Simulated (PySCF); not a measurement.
A geometry optimisation, step by step.

C2H5GeP.
Bonds: C1–C2 (triple), C2–Ge3, Ge3–P4. Hydrogens: H5 on C1; H6, H7 on Ge3; H8, H9 on P4.

Method: PySCF 2.14.0, PBE0-D3(BJ)/def2-SVP geometry optimisation, gas phase; density fitting, grid level 1; the optimiser is geomeTRIC in internal coordinates, started from a GFN2-xTB structure with every atom displaced at random (about 0.01 Å). The frame can shift and turn from step to step; on so coarse a grid that alone can change the energy by a few meV, and forces under 0.02 eV/Å are noise.

Step 0: E = -67935.6417 eV, largest atomic force 4.181 eV/Å
```
atom  x, y, z in Å  |  force x, y, z in eV/Å
C1     -1.809   -0.667   -1.345   -2.850  -0.186  -3.053
C2     -1.031   -0.595   -0.458    2.599   0.357   2.672
Ge3     0.282   -0.421    0.890    0.286  -0.099  -0.162
P4      1.833    1.277    0.485   -0.122  -0.107   0.954
H5     -2.548   -0.713   -2.130    0.138  -0.045   0.085
H6     -0.441   -0.204    2.193   -0.239   0.257   0.533
H7      0.995   -1.760    0.997    0.255  -0.251  -0.035
H8      1.986    0.891   -0.839    0.151  -0.267  -0.914
H9      0.790    2.175    0.173   -0.217   0.342  -0.079
```

Step 1: E = -67935.7595 eV, largest atomic force 0.443 eV/Å
```
atom  x, y, z in Å  |  force x, y, z in eV/Å
C1     -1.789   -0.691   -1.444    0.339   0.035   0.284
C2     -0.993   -0.600   -0.524   -0.273  -0.088  -0.167
Ge3     0.281   -0.418    0.874    0.009   0.003   0.134
P4      1.693    1.369    0.406   -0.005   0.015  -0.185
H5     -2.469   -0.776   -2.269   -0.119  -0.005  -0.081
H6     -0.446   -0.145    2.214    0.069  -0.059  -0.193
H7      1.106   -1.721    0.971   -0.073   0.117  -0.006
H8      1.846    0.970   -0.967   -0.007   0.052   0.187
H9      0.599    2.246    0.108    0.062  -0.070   0.027
```

Step 2: E = -67935.7655 eV, largest atomic force 0.057 eV/Å
```
atom  x, y, z in Å  |  force x, y, z in eV/Å
C1     -1.797   -0.703   -1.442    0.030   0.006  -0.035
C2     -0.999   -0.607   -0.528   -0.046  -0.032   0.012
Ge3     0.282   -0.412    0.865    0.020   0.045  -0.029
P4      1.702    1.375    0.415   -0.011  -0.021  -0.001
H5     -2.492   -0.791   -2.259   -0.005   0.002   0.035
H6     -0.452   -0.151    2.189   -0.016   0.003   0.006
H7      1.101   -1.706    0.966    0.016  -0.013  -0.004
H8      1.871    0.982   -0.949    0.009   0.006   0.017
H9      0.611    2.246    0.110    0.003   0.006  -0.001
```

Step 3: E = -67935.7661 eV, largest atomic force 0.037 eV/Å
```
atom  x, y, z in Å  |  force x, y, z in eV/Å
C1     -1.801   -0.710   -1.442   -0.002   0.005  -0.037
C2     -1.001   -0.612   -0.531    0.004  -0.015   0.029
Ge3     0.282   -0.409    0.860    0.009   0.017  -0.024
P4      1.703    1.379    0.421   -0.013  -0.012   0.025
H5     -2.504   -0.800   -2.251   -0.006  -0.002   0.014
H6     -0.458   -0.152    2.180   -0.008   0.005   0.014
H7      1.105   -1.702    0.963    0.010  -0.004  -0.004
H8      1.887    0.989   -0.940    0.009  -0.003  -0.013
H9      0.616    2.251    0.109   -0.001   0.009  -0.005
```

Step 4: E = -67935.7664 eV, largest atomic force under 0.02 eV/Å
```
atom  x, y, z in Å  |  force x, y, z in eV/Å
C1     -1.805   -0.718   -1.443   -0.012   0.005  -0.009
C2     -1.003   -0.618   -0.534    0.016  -0.002   0.009
Ge3     0.281   -0.407    0.854   -0.008  -0.004  -0.003
P4      1.702    1.383    0.429   -0.008   0.003   0.014
H5     -2.518   -0.810   -2.244    0.001  -0.004  -0.001
H6     -0.465   -0.153    2.173    0.005   0.001   0.005
H7      1.110   -1.697    0.958    0.003   0.001  -0.002
H8      1.905    0.995   -0.930    0.004  -0.003  -0.009
H9      0.620    2.257    0.105   -0.001   0.002  -0.004
```

**Question.** Summarise the path.

**Answer.** The energy falls by 2.88 kcal/mol from step 0 to step 4; nine tenths of that is first reached at step 1. It falls at every step. The largest force goes from 4.181 to under 0.02 eV/Å. Among the bonds P4–H8 changes most, from 1.388 to 1.428 Å; the atoms move by 0.043 Å rms after alignment.

The cost below is that of the whole optimisation. On one thread, Arm Neoverse V2 (aarch64), no GPU, shared host, this took 16 s wall and 0.43 GiB of memory at its peak.
